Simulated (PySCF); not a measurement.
Stepwise substitution at one centre (Ga H-F). Gas-phase values, no solvent. Strings in code marks are SMILES.

Method: ωB97X-D3(BJ)/def2-TZVP // PBE0-D3(BJ)/def2-TZVP (PySCF). 

```tsv
species	S1 oscillator strength	HOMO (eV)	LUMO (eV)
0 of 3 H replaced by F (`[GaH3]`)	–	(withheld)	0.08
1 of 3 H replaced by F (`[F][GaH2]`)	0.000	-11.48	0.29
2 of 3 H replaced by F (`[F][GaH][F]`)	0.059	-12.92	0.56
3 of 3 H replaced by F	0.000	-14.41	(withheld)
```

Q: Fill in the missing entries.

A: 
- 0 of 3 H replaced by F (`[GaH3]`), HOMO (eV): -11.11
- 3 of 3 H replaced by F, LUMO (eV): -0.18
